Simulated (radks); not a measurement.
Eu3+, 60 electrons, occupied as [Xe] 4f6.

Calculated with a radial shooting solver on a logarithmic mesh with Libxc functionals: scalar-relativistic Kohn-Sham, B86b exchange with PBE correlation, spin-polarised, spherical densities, finite nucleus; open shells are filled with parallel spins first (spin-orbit coupling, left out, can overturn this in heavy ions); Fermi nuclear charge, rms radius 5.1115 fm.

Energy parts (Ry):
part                       energy
total                 -21685.9829
kinetic                23230.3524
electron-nucleus      -52718.8331
Hartree                 8287.0612
exchange-correlation    -484.5634

Orbitals (lengths in bohr, moments of r in powers of bohr; r(90%) holds 90 % of the orbital's charge):
orbital,occ.,eigenvalue (Ry),<r^2>,<r>,<r^4>,r(90%)
1s down,1,-3557.186,0.0006792,0.02232,1.225e-06,0.0403
1s up,1,-3557.186,0.0006792,0.02232,1.225e-06,0.0403
2s up,1,-586.0554,0.01068,0.09512,0.0001961,0.147
2s down,1,-586.0531,0.01068,0.09511,0.0001961,0.147
2p up,3,-522.4298,0.008591,0.08389,0.0001459,0.137
2p down,3,-522.4282,0.008591,0.08389,0.0001459,0.137
3s up,1,-130.8617,0.07120,0.2496,0.007653,0.366
3s down,1,-130.7043,0.07109,0.2495,0.007627,0.366
3p up,3,-111.0559,0.07135,0.2481,0.008017,0.371
3p down,3,-110.8992,0.07121,0.2479,0.007984,0.371
3d up,5,-84.54871,0.06010,0.2261,0.006441,0.352
3d down,5,-84.42856,0.05994,0.2258,0.006402,0.352
4s up,1,-27.98548,0.3608,0.5655,0.1891,0.812
4s down,1,-27.60346,0.3607,0.5654,0.1891,0.812
4p up,3,-21.46083,0.4071,0.5984,0.2476,0.870
4p down,3,-21.08062,0.4072,0.5984,0.2481,0.870
4d up,5,-12.36459,0.4918,0.6513,0.3927,0.978
4d down,5,-11.98776,0.4936,0.6522,0.3974,0.980
5s up,1,-5.43530,2.021,1.342,5.963,1.92
5s down,1,-5.23669,2.082,1.362,6.349,1.96
5p up,3,-3.80348,2.690,1.544,10.88,2.24
5p down,3,-3.65581,2.793,1.573,11.78,2.29
4f up,6,-2.55650,0.9616,0.8663,2.311,1.47
4f down,0,-2.22098,1.066,0.9033,3.033,1.56
5d up,0,-1.83487,5.335,2.157,45.95,3.23
5d down,0,-1.76604,5.639,2.218,51.33,3.33
6s up,0,-1.64530,10.87,3.127,166.2,4.42
6s down,0,-1.61039,11.20,3.174,176.4,4.49

The highest occupied level is 4f up at -34.783 eV. The spin density at the nucleus is 1.12 e/bohr^3 (1s 0.01, 2s -0.69, 3s -13.05, 4s 1.33, 5s 13.52). Summed over all electrons, <r^2> = 35.66 bohr^2, which gives a Langevin (diamagnetic) susceptibility term of -28.2 x 10^-6 cm^3/mol. The density falls to 0.001 e/bohr^3 at r = 3.28 bohr. For comparison, the ionisation energy in NIST's Atomic Spectra Database is 42.9 eV (semi-empirical). In exact Kohn-Sham theory the highest level is minus the ionisation energy, but local and semilocal functionals leave it too shallow, through self-interaction and a potential that decays too fast; potentials with the right tail come closer. Spin moment in Bohr magnetons: 6. The electron density at the nucleus is 6.059e+05 e/bohr^3 (large components only).

Run on one thread of a shared host, so times are rough (Arm Neoverse V2): 0.26 s of CPU time, 0.26 s wall, 16 iterations on 2259 mesh points.
